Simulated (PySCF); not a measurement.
# Ionisation energy of Ho²⁺ by level of theory

Ho²⁺ [Xe] 4f11 [4f5/2^6 4f7/2^5, M_J = 15/2] → Ho³⁺ [Xe] 4f10 [4f5/2^6 4f7/2^4, M_J = 8], as a difference of total energies. All numbers are calculated (PySCF 2.14, the two-component X2C-1e Hamiltonian, in x2c-QZVPPall-2c (16s16p12d6f4g1h, 213 functions)). Correlated levels: [Ar] 3d10 frozen; the 40 highest virtual spinors dropped. "Screened" scales the spin-orbit matrix elements by Boettger's factors to mimic the two-electron term; Breit and QED terms are absent.

Q: Order these methods by the ionisation energy they give, lowest first.
A. GMP2 (spin-free)
B. GHF (screened spin-orbit)
C. GMP2 (screened spin-orbit)
D. GHF (spin-free)

A: B (18.312 eV), D (18.528 eV), C (23.913 eV), A (24.123 eV).

The spin-free rows relax to the high-spin LS determinant and lack the spin-orbit shift.

The labels give the starting determinants; with spin-orbit coupling the two ends relaxed to ⟨J²⟩ = 63.76, ⟨L²⟩ = 42.40, ⟨S²⟩ = 3.77 and ⟨J²⟩ = 72.01, ⟨L²⟩ = 42.87, ⟨S²⟩ = 5.86.

For comparison: 22.79 ± 0.03 eV (semi-empirical (NIST evaluation); NIST Atomic Spectra Database, ionization energies).
